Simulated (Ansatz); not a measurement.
Saddle point of Si2NH8Cl, closed shell (Si₂NH₇ ([NH2][SiH2][SiH3]) + HCl → SiNH₄Cl ([NH2][SiH2][Cl]) + SiH₄; bonds formed: Si1–Cl7, Si2–H6; bonds broken: Si1–Si2, H6–Cl7), PBE0-D4/def2-TZVP structure:

```
12
angstrom
Si -0.7942 0.1713 -0.4415
Si 0.7833 -1.3011 0.9516
H -0.7195 -1.0902 -1.2526
H -2.1047 0.2109 0.2233
N -0.2508 1.3436 -1.5178
H 0.1681 0.3350 1.0155
Cl -0.1942 1.9687 1.4514
H 1.4476 -1.0553 2.2552
H -0.2043 -2.4014 1.0581
H 1.7802 -1.5537 -0.1152
H 0.1342 1.0911 -2.4119
H -0.0460 2.2810 -1.2158
```

Energies are electronic, without zero-point energy. Barriers and step energies count from the start structure reached by relaxing down the imaginary mode; all methods use the PBE0-D4 structures, on which another method's saddle can fall below an end. Ansatz 0.2.0; basis: def2-TZVPP, with def2-QZVPP for the basis limit; cores frozen in the correlated methods. B3LYP uses VWN-RPA correlation. Extrapolation: Hartree–Fock as exp(−7.88 √X), correlation as X^−2.97.

```tsv
method	barrier (kcal/mol)	step energy (kcal/mol)
SPW92	16.86	-21.98
PBE-D4	?	-22.94
BLYP-D4	25.40	-25.60
r2SCAN-D4	23.74	-26.65
B97M-V	28.26	-26.09
PBE0-D4	26.20	-24.80
B3LYP-D4	28.24	-26.90
r2SCAN0-D4	26.61	-27.53
BHLYP-D4	32.32	-29.10
CAM-B3LYP-D4	30.67	-27.97
wB97X-V	?	-27.62
wB97M-V	28.82	-28.98
B2PLYP	30.21	-28.29
PBE-QIDH	29.05	-27.46
RPA on PBE	?	-26.99
HF	43.25	-33.12
MP2	29.70	-29.34
CCSD	34.75	-27.78
CCSD(T)	32.33	-27.12
```

Problem. Fill in the withheld barriers. (An estimate is asked for; the value comes from the calculation.)

Solution. The calculation gives: RPA on PBE 32.90; wB97X-V 31.08; PBE-D4 22.53 kcal/mol. Each is the energy of the saddle less that of the start structure, by the same method.

For comparison, the barrier by CCSD(T) at an estimated basis limit (MP2 extrapolated from triple and quadruple zeta, plus CCSD(T) − MP2 in triple zeta) is 29.80 kcal/mol.

T1 diagnostic: at most 0.014.

Labels in which every atom is bracketed show which atoms are joined, not bond orders.

For scale, one of the runs: CCSD(T)/def2-TZVPP, 269 basis functions, launched by `ansatz run in.yaml --threads 4 --pin off --events-out ev --progress --plain --max-ram 9574MiB`. Time: 2.7 min of wall clock on 4 CPU threads of an Arm Neoverse V1; the host was shared. Peak host memory: 6.3 GiB.
